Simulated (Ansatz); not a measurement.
Relaxation of the cluster Li₆H₅⁺ with RKS r2SCAN-D4/def2-TZVP.

```sh
$ ansatz run in.yaml --threads 4 --pin off --events-out ev --progress --plain --max-ram 3916MiB
```

```yaml
crystal:
  periodic: [false, false, false]
  atoms:
    - {symbol: Li, position_ang: [-0.339920, -0.932880, -1.284810]}
    - {symbol: Li, position_ang: [1.678660, 1.186400, -1.152970]}
    - {symbol: Li, position_ang: [1.926420, -0.701040, 0.807760]}
    - {symbol: Li, position_ang: [-1.114650, -1.276700, 0.941690]}
    - {symbol: Li, position_ang: [-1.924830, 0.660520, -0.328710]}
    - {symbol: Li, position_ang: [0.305050, 1.240990, 0.810860]}
    - {symbol: H, position_ang: [-0.089560, 0.938500, -1.252430]}
    - {symbol: H, position_ang: [0.605690, -1.588020, 0.183910]}
    - {symbol: H, position_ang: [-1.126270, 0.533860, 1.368490]}
    - {symbol: H, position_ang: [2.098120, 1.016440, 0.557440]}
    - {symbol: H, position_ang: [-2.018700, -1.078070, -0.651230]}
basis:
  gaussian: {orbitals: def2-TZVP}
total_charge: 1
hamiltonian: {xc: r2scan, dispersion: d4}
scf: {lower_state_search: "off"}
output: {orbitals: {seedname: orbitals}}
relax: {f_tol: 0.02, max_steps: 100}
```

Hardware: 4 threads of Arm Neoverse V2 on a shared host. Wall time 8 s.

Positions (Å) and forces (eV/Å) at steps 1, 2, 3, 4, 5, 6, 7, 8 of 8:

```xyz
11
step=1 energy=-1305.8123 eV
Li   -0.340   -0.933   -1.285   -0.064   -0.371   -0.324
Li    1.679    1.186   -1.153    0.222    0.365   -0.387
Li    1.926   -0.701    0.808    0.444   -0.410    0.342
Li   -1.115   -1.277    0.942   -0.207   -0.250    0.295
Li   -1.925    0.661   -0.329   -0.393    0.207   -0.040
Li    0.305    1.241    0.811   -0.034    0.414    0.272
H    -0.090    0.939   -1.252    0.105   -0.121    0.375
H     0.606   -1.588    0.184   -0.171    0.343   -0.085
H    -1.126    0.534    1.368   -0.018   -0.177   -0.300
H     2.098    1.016    0.557   -0.347   -0.216   -0.265
H    -2.019   -1.078   -0.651    0.464    0.216    0.118
11
step=2 energy=-1306.0247 eV
Li   -0.361   -1.018   -1.361    0.103    0.025    0.145
Li    1.719    1.330   -1.254   -0.122   -0.069    0.069
Li    2.041   -0.809    0.912   -0.100   -0.002   -0.112
Li   -1.174   -1.347    0.993    0.090    0.190   -0.075
Li   -2.016    0.706   -0.347    0.145   -0.116    0.068
Li    0.301    1.343    0.855   -0.026   -0.223   -0.028
H    -0.039    0.866   -1.078   -0.040    0.283   -0.268
H     0.571   -1.437    0.186    0.035   -0.212    0.101
H    -1.124    0.481    1.258   -0.174    0.110    0.153
H     2.002    0.908    0.451    0.209    0.096    0.040
H    -1.922   -1.022   -0.615   -0.120   -0.081   -0.093
11
step=3 energy=-1306.0748 eV
Li   -0.290   -1.051   -1.317    0.058    0.045    0.084
Li    1.653    1.374   -1.290    0.073    0.041    0.155
Li    2.061   -0.904    0.893    0.024    0.187   -0.092
Li   -1.182   -1.323    1.014    0.044    0.151   -0.039
Li   -2.003    0.708   -0.366    0.082   -0.057   -0.002
Li    0.266    1.312    0.860    0.139   -0.095   -0.032
H    -0.087    1.048   -1.145   -0.062   -0.127    0.006
H     0.598   -1.575    0.249   -0.115    0.042    0.014
H    -1.216    0.552    1.299   -0.023   -0.077   -0.005
H     2.055    0.886    0.432   -0.082   -0.079   -0.055
H    -1.855   -1.026   -0.630   -0.139   -0.030   -0.036
11
step=4 energy=-1306.0873 eV
Li   -0.271   -0.982   -1.260   -0.140   -0.186   -0.055
Li    1.666    1.457   -1.201   -0.108    0.011   -0.181
Li    2.103   -0.819    0.757    0.008   -0.243    0.022
Li   -1.203   -1.241    1.027   -0.119   -0.139   -0.042
Li   -1.974    0.705   -0.405   -0.021   -0.058   -0.016
Li    0.352    1.155    0.928   -0.277   -0.080    0.022
H    -0.065    0.854   -1.191    0.145    0.246    0.071
H     0.524   -1.491    0.319    0.181    0.136    0.085
H    -1.241    0.535    1.279    0.081    0.147   -0.011
H     2.044    0.889    0.407    0.117    0.071    0.048
H    -1.934   -1.061   -0.660    0.133    0.095    0.058
11
step=5 energy=-1306.1626 eV
Li   -0.271   -0.988   -1.231   -0.001   -0.028   -0.042
Li    1.652    1.486   -1.241   -0.016    0.067    0.039
Li    2.194   -0.854    0.751    0.083   -0.033    0.034
Li   -1.291   -1.258    1.034   -0.022   -0.011    0.027
Li   -2.003    0.709   -0.423    0.014    0.042    0.033
Li    0.306    0.967    0.874    0.111   -0.057   -0.109
H    -0.043    0.922   -1.138   -0.056   -0.018   -0.013
H     0.559   -1.352    0.404   -0.078    0.033    0.023
H    -1.297    0.542    1.266   -0.116    0.021    0.019
H     2.106    0.870    0.364    0.049    0.018    0.001
H    -1.912   -1.044   -0.659    0.032   -0.033   -0.013
11
step=6 energy=-1306.1953 eV
Li   -0.268   -0.994   -1.209    0.050    0.025   -0.058
Li    1.628    1.565   -1.239    0.011    0.030    0.130
Li    2.291   -0.882    0.738   -0.002    0.080    0.022
Li   -1.373   -1.255    1.050   -0.012    0.046    0.042
Li   -2.015    0.722   -0.438    0.034    0.058    0.032
Li    0.308    0.777    0.822    0.144   -0.014   -0.053
H    -0.047    0.933   -1.129   -0.054   -0.100   -0.024
H     0.557   -1.228    0.497   -0.068   -0.050   -0.029
H    -1.357    0.553    1.251   -0.058    0.013    0.023
H     2.178    0.852    0.326   -0.023   -0.011   -0.068
H    -1.901   -1.042   -0.668   -0.022   -0.078   -0.016
11
step=7 energy=-1306.2088 eV
Li   -0.282   -1.030   -1.239    0.024   -0.003    0.004
Li    1.594    1.642   -1.177    0.012   -0.021   -0.016
Li    2.294   -0.869    0.750    0.022    0.009   -0.021
Li   -1.392   -1.223    1.072   -0.017   -0.010   -0.001
Li   -1.960    0.743   -0.449   -0.025   -0.007    0.007
Li    0.348    0.720    0.790   -0.074   -0.026    0.022
H    -0.054    0.887   -1.149    0.005   -0.002    0.011
H     0.552   -1.244    0.489   -0.013    0.008    0.001
H    -1.345    0.578    1.249    0.045    0.027    0.007
H     2.163    0.857    0.318   -0.001    0.005   -0.001
H    -1.917   -1.062   -0.654    0.022    0.020   -0.013
11
step=8 energy=-1306.2105 eV
Li   -0.266   -1.026   -1.231   -0.008    0.002   -0.002
Li    1.596    1.623   -1.186   -0.003    0.002    0.006
Li    2.304   -0.861    0.732    0.000    0.000    0.003
Li   -1.409   -1.224    1.068    0.005   -0.003    0.004
Li   -1.969    0.742   -0.444    0.005    0.004   -0.009
Li    0.335    0.713    0.802    0.009    0.004   -0.005
H    -0.053    0.882   -1.142    0.004    0.003   -0.001
H     0.551   -1.240    0.494    0.005   -0.001    0.001
H    -1.347    0.584    1.256   -0.008   -0.007   -0.002
H     2.165    0.861    0.315   -0.005   -0.004   -0.002
H    -1.906   -1.053   -0.665   -0.005   -0.001    0.008
```

The structure comes from a short search, and lower isomers may exist.
